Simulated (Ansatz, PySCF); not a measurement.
CH$_{7}$BFNO$_{2}$Si, singlet, geometry from GFN2-xTB. Base run: CASSCF(4,4)/STO-3G (PySCF).

Here is a job for PySCF.
```python
from pyscf import gto, scf, mcscf
import numpy

mol = gto.M(
    atom='''
Si   -1.58698379    0.07625341    0.08289077
F    -1.46445149    1.68341846    0.14866959
N    -0.00968010   -0.59806189   -0.05345089
C     0.03016377   -2.05168966   -0.16315141
B     1.27063855    0.10921484   -0.03840095
O     2.44450180   -0.56468128   -0.10306681
O     1.36705231    1.44975692    0.03689863
H    -2.37318755   -0.17850813   -1.11802566
H    -2.22578932   -0.28645495    1.34262668
H     0.54853869   -2.35584856   -1.07630723
H     0.53687209   -2.49362920    0.69942211
H    -0.97969942   -2.45363577   -0.20084242
H     2.38541941   -1.51635863   -0.15010349
H     0.54683479    1.93601354    0.07914810
''',
    basis='sto-3g',
    verbose=4,
)

mf = scf.RHF(mol)
mf.kernel()
mc = mcscf.CASSCF(mf, 4, 4)
mc.fix_spin_(ss=0.0)
mc.kernel()
occ = numpy.linalg.eigvalsh(mc.fcisolver.make_rdm1(mc.ci, mc.ncas, mc.nelecas))[::-1]
ss = mc.fcisolver.spin_square(mc.ci, mc.ncas, mc.nelecas)[0]
print('natural occupations', occ.round(4), ' <S^2>', round(ss, 4))
```

Programs used: Ansatz (an electronic-structure program), PySCF; a row that names a program was run with it.

The base run was repeated with changes; each row names its change, and settings that it needs were set with it.

| change | ΔE vs base (mEh) | natural occupations | <S^2> of the state | outcome |
|---|---|---|---|---|
| base | 0.000 | 1.99 1.99 0.01 0.01 | 0.00 | converged |
| code = ansatz | -4.859 | - | - | converged |
| active space = 2 electrons, 4 orbitals | - | - | - | not converged |
| orbitals = fixed (CASCI) | 16.121 | 2.00 1.99 0.01 0.00 | 0.00 | converged |
| correction = SC-NEVPT2 | -249.7 | 1.99 1.99 0.01 0.01 | 0.00 | converged |
| code = ansatz; correction = SC-NEVPT2, all electrons | -246.0 | - | - | converged |
| active space = 8 electrons, 6 orbitals | -5.676 | 2.00 2.00 1.99 1.98 0.02 0.01 | 0.00 | converged |
| active space = 10 electrons, 8 orbitals | - | - | - | not converged |
| state_average = 2 states | - | - | - | not converged |
| fix_spin_ = off | 0.000 | 1.99 1.99 0.01 0.01 | 0.00 | converged |
| start = MP2 natural orbitals | -10.473 | 1.99 1.98 0.02 0.02 | 0.00 | converged |

Active orbitals are taken around the Fermi level unless the row says otherwise; CASSCF can end in different local minima, and two programs can end on different orbitals. State-averaged rows give the lowest state.
